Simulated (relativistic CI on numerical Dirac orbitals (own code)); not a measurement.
# Co+: K-beta X-ray emission

Computed with this model: Dirac-Coulomb-Breit CI, orbitals from a KLI potential per configuration, model QED (radiative potential, 1s self-energy scaled to tabulated hydrogen-like ionisation energies), valence Slater integrals scaled by 0.7, multiplet model of X-ray emission after core ionisation; configurations [Ar] 3d8 → 1s 2s2 2p6 3s2 3p6 3d8 → [Ne] 3s2 3p5 3d8; 300 K; Lorentzian 2.24 eV and Gaussian 1 eV FWHM. Energies are those of the free ion, without screening or charge transfer. S is read from ⟨S²⟩ = S(S + 1).

Field parameters in Wybourne normalisation: D4h B²₀ = −7Ds, B⁴₀ = 21(Dq − Dt), B⁴₄ = 21√(5/14) Dq. The field is a parameter set, without covalency.

free ion: ground-state S = 1.00, centroid 7644.87 eV. Peaks (eV, height): 7636.4 (42), 7643.2 (72), 7645.6 (98), 7649.8 (100).

D4h, 10Dq = 6950, Ds = -1500, Dt = 730 cm⁻¹: ground-state S = 1.00, centroid 7645.19 eV. Peaks (eV, height): 7636.4 (31), 7645.4 (92), 7649.6 (100).

D4h, 10Dq = 6950, Ds = 3000, Dt = 730 cm⁻¹: ground-state S = 0.99, centroid 7645.53 eV. Peaks (eV, height): 7636.4 (25), 7645.4 (93), 7649.6 (100).

Strongest unbroadened transitions for free ion:

| Energy (eV) | Relative strength |
| --- | --- |
| 7635.05 | 6.4 |
| 7636.14 | 43.3 |
| 7637.81 | 21.2 |
| 7640.19 | 10.0 |
| 7640.58 | 6.6 |
| 7642.80 | 55.1 |
| 7643.04 | 14.9 |
| 7645.11 | 6.2 |
| 7645.15 | 29.2 |
| 7645.59 | 11.0 |
| 7645.90 | 50.3 |
| 7645.95 | 13.0 |
| 7646.87 | 6.4 |
| 7648.11 | 9.9 |
| 7648.31 | 12.7 |
| 7649.18 | 7.2 |
| 7649.55 | 19.1 |
| 7650.02 | 100.0 |
